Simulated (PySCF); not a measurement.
# A small calculation by hand: refractive index and permittivity of the vapour

Sn(Cl)2(Br)(NH2) (BrCl2H2NSn), SMILES [NH2][Sn]([Cl])([Cl])[Br].

The structure is a stationary point at r2SCAN-D4/def2-SVP. The def2 effective core potentials stand for the cores of Sn; spin–orbit coupling is left out. Other conformers were not sampled.

B3LYP/def2-TZVP in PySCF gives a mean static polarisability of 92.1 bohr³ and a dipole moment of 2.72 D. Take an ideal gas at 298.15 K and 1 bar, whether or not the substance is that volatile.

Work out n − 1 in the optical limit and the static ε − 1.


Polarisability volume α' = 92.1 × 0.148185 = 13.65 Å³. Number density N = p/kT = 2.43e-5 Å⁻³.
Dilute limit of Lorentz–Lorenz: n − 1 = 2π N α' = 0.0021.
Orientation term of Debye: μ²/(3kT) = 8.098 Å³ × μ²(D²) = 59.91 Å³.
ε − 1 = 4π N (α' + μ²/3kT) = 0.022. Orientation of the dipole supplies 81 % of the static response; it can't follow optical fields. Vibrational polarisation and dispersion are left out.
